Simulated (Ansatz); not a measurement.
Molecule: SiI, net charge 0, doublet state. 
Coordinates optimised at B3LYP-D3(BJ)/def2-TZVP (Ansatz, a first-principles code):
```
Si
I 1 2.4688
```
Charge 0, spin multiplicity 2.

Wanted: atomisation energy (electronic, to ground-state atoms), in kcal/mol. Cores are frozen in the correlated levels unless marked. Open shells are spin-unrestricted. No spin-orbit coupling. The frozen core is the preceding noble-gas configuration, with the filled d and f shells of earlier blocks. In def2 rows, elements after Kr have scalar-relativistic effective core potentials. STO-3G rows are all-electron and non-relativistic. The coupled-cluster limit lacks core correlation, which all-electron functionals hold. Basis-set limits of correlation are two-point, X^-3; Hartree-Fock from the larger set.

| level | program | atomisation energy (kcal/mol) |
|---|---|---|
| PBE/def2-TZVPD | Ansatz | 80.6 |
| BLYP/def2-TZVPD | Ansatz | 75.5 |
| r2SCAN-D4/def2-TZVPD | Ansatz + dftd4 | … |
| B3LYP/def2-TZVPD | Ansatz | 74.2 |
| PBE0/STO-3G | Ansatz | 107.8 |
| HSE06-D4/def2-TZVPD | Ansatz + dftd4 | … |
| CAM-B3LYP/def2-TZVPD | Ansatz | … |
| B2GP-PLYP-D4/def2-TZVPD | Ansatz + dftd4 | 73.4 |
| B2PLYP-D4/def2-TZVPD | Ansatz + dftd4 | 74.4 |
| CCSD/def2-SVPD | Ansatz | … |
| CCSD/def2-QZVPPD | Ansatz | 69.6 |
| CCSD(T)/CBS(def2-TZVPPD,def2-QZVPPD) | Ansatz | 75.4 |

**Question.** What belongs in the gaps?

**Answer.** 
- r2SCAN-D4/def2-TZVPD, atomisation energy (kcal/mol): 78.0
- HSE06-D4/def2-TZVPD, atomisation energy (kcal/mol): 78.3
- CAM-B3LYP/def2-TZVPD, atomisation energy (kcal/mol): 72.0
- CCSD/def2-SVPD, atomisation energy (kcal/mol): 61.7
